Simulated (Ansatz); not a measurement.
Species: Ag2, charge 0, multiplicity 1. SMILES: [Ag][Ag]
Coordinates optimised at B3LYP-D3(BJ)/def2-TZVP (Ansatz, a program for electronic structure):
```
Ag
Ag 1 2.5966
```
Charge 0, spin multiplicity 1.

Property: atomisation energy (electronic, to ground-state atoms), in kcal/mol. Correlated levels leave the core frozen unless marked. Open shells are spin-unrestricted. Spin-orbit coupling is left out. The frozen core is the preceding noble-gas configuration, with the filled d and f shells of earlier blocks. Past Kr the def2 sets carry scalar-relativistic core potentials. The coupled-cluster limit lacks core correlation, which all-electron functionals hold. CBS marks a two-point X^-3 extrapolation of the correlation energy; Hartree-Fock from the larger set.

```json
[
 {"level": "BLYP/def2-TZVPD", "program": "Ansatz", "atomisation energy (kcal/mol)": "38.5"},
 {"level": "PBE0/def2-TZVP", "program": "Ansatz", "atomisation energy (kcal/mol)": "[?]"},
 {"level": "BHLYP/def2-TZVPD", "program": "Ansatz", "atomisation energy (kcal/mol)": "30.1"},
 {"level": "r2SCANh-D4/def2-TZVPD", "program": "Ansatz + dftd4", "atomisation energy (kcal/mol)": "37.8"},
 {"level": "HSE06-D3(BJ)/def2-TZVPD", "program": "Ansatz + dftd3", "atomisation energy (kcal/mol)": "36.4"},
 {"level": "HSE06-D4/def2-TZVPD", "program": "Ansatz + dftd4", "atomisation energy (kcal/mol)": "36.3"},
 {"level": "LC-wPBE-D3(BJ)/def2-TZVPD", "program": "Ansatz + dftd3", "atomisation energy (kcal/mol)": "[?]"},
 {"level": "B2PLYP/def2-TZVPD", "program": "Ansatz", "atomisation energy (kcal/mol)": "[?]"},
 {"level": "CCSD(T)/CBS(def2-TZVPPD,def2-QZVPPD)", "program": "Ansatz", "atomisation energy (kcal/mol)": "37.4"}
]
```

Problem. What belongs in the gaps?

Solution. 
- PBE0/def2-TZVP, atomisation energy (kcal/mol): 35.2
- LC-wPBE-D3(BJ)/def2-TZVPD, atomisation energy (kcal/mol): 30.7
- B2PLYP/def2-TZVPD, atomisation energy (kcal/mol): 35.0
